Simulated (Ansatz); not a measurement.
`[CH3][Al]([Cl])[Cl]` + `BC[SiH](O)F` → `[CH3][Al]([Cl])[SiH](O)F` + `BCCl`  (redistribution)

Isolated molecules relaxed with PBE0-D4/def2-TZVP in Ansatz; ΔE leaves out vibrations. CCSD(T)/CBS adds triple-zeta CCSD(T) − MP2 to the extrapolated MP2 energy (def2 sets, frozen cores). Functionals use def2-TZVPP. Each species was taken in one conformer, which may not be the lowest.

`[CH3][Al]([Cl])[Cl]`:

```xyz
7

C    -0.491    0.240   -0.806
Al    0.467   -0.243    0.796
Cl    2.473    0.284    1.059
Cl   -0.427   -1.312    2.353
H    -1.525   -0.110   -0.781
H    -0.495    1.326   -0.936
H    -0.001   -0.185   -1.686
```

`BC[SiH](O)F`:

Cartesian coordinates in Å:
```
B 0.943 -1.001 0.902
C -0.431 -0.323 0.795
Si -0.378 0.977 -0.549
O 0.288 0.433 -1.935
F -1.890 1.424 -0.805
H 1.181 -1.999 0.284
H 1.819 -0.514 1.558
H -0.720 0.250 1.684
H -1.248 -0.993 0.505
H 0.384 2.181 -0.175
H 0.052 -0.435 -2.265
```

`[CH3][Al]([Cl])[SiH](O)F`:

```xyz
11

C    -1.343   -1.525    0.508
Al    0.304   -0.539    0.811
Cl    1.639   -1.256    2.278
Si    1.042    1.477   -0.416
O     0.776    1.384   -2.036
F     0.209    2.714    0.193
H    -1.670   -2.049    1.410
H    -1.189   -2.282   -0.269
H    -2.156   -0.876    0.170
H     2.478    1.830   -0.305
H    -0.092    1.122   -2.345
```

`BCCl`:

Cartesian coordinates in Å:
```
B 0.889 0.153 0.254
C -0.601 -0.012 -0.135
Cl -1.074 -1.565 -0.873
H 1.203 1.197 0.751
H 1.703 -0.699 0.079
H -0.890 0.787 -0.827
H -1.230 0.140 0.751
```

| species | r2SCAN energy (Eh) |
| --- | --- |
| `[CH3][Al]([Cl])[Cl]` | -1202.83917 |
| `BC[SiH](O)F` | -531.20481 |
| `[CH3][Al]([Cl])[SiH](O)F` | -1208.44382 |
| `BCCl` | -525.49253 |

Task: Work out ΔE.

Result: ΔE = (-1208.44382) + (-525.49253) − (-1202.83917) − (-531.20481) = 0.10763 Eh = +282.6 kJ/mol. CCSD(T)/CBS gives +280.0 kJ/mol.

Largest T1 diagnostic among the species: 0.012.

From PBE to PBE0 (25 % exact exchange), in def2-TZVPP and without D4, ΔE moves by +12.4 kJ/mol.
